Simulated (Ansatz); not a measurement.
System: bromogermane, sum formula GeH3Br, net charge 0, singlet state. 
Coordinates optimised at B3LYP-D3(BJ)/def2-TZVP (Ansatz, a quantum-chemistry and plane-wave program):
```xyz
5

Ge    -1.1408     0.1101     0.0339
Br     1.1793    -0.1138    -0.0350
H     -1.4532     1.6063    -0.0806
H     -1.7057    -0.6796    -1.1521
H     -1.6101    -0.4663     1.3743
```
Charge 0, spin multiplicity 1.

Basis-set convergence of Hartree-Fock and MP2 correlation energies (hartree) with Ansatz. Correlated levels leave the core frozen unless marked. Spin-orbit coupling is left out. Frozen are the shells of the preceding noble gas and the d and f shells that filled before the atom's block. Non-relativistic.

```tsv
basis	functions	E(HF)	E(corr, MP2)
def2-SVPD	103	-4648.99102	-0.23094
def2-TZVPPD	162	-4649.56982	-0.28752
def2-QZVPPD	292	-4649.66064	-0.31319
```

Extrapolating the two largest sets (X = 3 and 4) as X^-3: E(corr) = (64·(-0.31319) - 27·(-0.28752))/37 = -0.3319 Eh, an estimate of the basis-set limit. The largest set recovers 94.4 % of it, the smallest 69.6 %.
